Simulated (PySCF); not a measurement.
These 3 structures share the formula C12H9F. Method used: PBE0-D3(BJ)/def2-SVP geometry optimisation, gas phase (PySCF). One conformer each; no zero-point energy, no entropy. No frequencies were run at this level. Point groups hold within 0.08 Å.

**Question.** Order them by energy at this level, lowest first, and give relative energies in kJ/mol.
A. `[F:1][c:2]1[cH:3][cH:4][cH:5][cH:6][c:7]1-[c:8]1[cH:9][cH:10][cH:11][cH:12][cH:13]1` with C6–C7–C8–C9 -40°
B. `[F:1][c:2]1[cH:3][cH:4][c:5](-[c:6]2[cH:7][cH:8][cH:9][cH:10][cH:11]2)[cH:12][cH:13]1` with C4–C5–C6–C7 -38°
C. `[F:1][c:2]1[cH:3][cH:4][cH:5][c:6](-[c:7]2[cH:8][cH:9][cH:10][cH:11][cH:12]2)[cH:13]1` with C5–C6–C7–C8 37°

**Answer.** C (0.0), B (0.8), A (2.7).

Neighbours under 10 kJ/mol apart (Fc1cccc(-c2ccccc2)c1 and Fc1ccc(-c2ccccc2)cc1; Fc1ccc(-c2ccccc2)cc1 and Fc1ccccc1-c1ccccc1) can change places with a better method, another conformer or zero-point energy.

```
              SMILES      E (Eh)  E rel (kJ/mol)  dipole (D)  point group       A, B, C (MHz)
Fc1cccc(-c2ccccc2)c1  -561.51927             0.0        1.47           C1  2055, 442.5, 376.7
Fc1ccc(-c2ccccc2)cc1  -561.51896             0.8        1.38           C2  2859, 387.5, 350.1
  Fc1ccccc1-c1ccccc1  -561.51823             2.7        1.12           C1  1899, 532.4, 436.5
```

**Question.** How do the relative energies change in single points at PBE0/pcSseg-1 (no added dispersion term) on the same geometries?

**Answer.** 
| SMILES | PBE0-D3(BJ)/def2-SVP (kJ/mol) | PBE0/pcSseg-1 (kJ/mol) | shift |
| --- | --- | --- | --- |
| Fc1cccc(-c2ccccc2)c1 | 0.0 | 0.0 | 0.0 |
| Fc1ccc(-c2ccccc2)cc1 | 0.8 | 0.9 | +0.1 |
| Fc1ccccc1-c1ccccc1 | 2.7 | 4.1 | +1.4 |

Each column counts from its own lowest isomer. The order is unchanged; the largest shift is 1.4 kJ/mol.
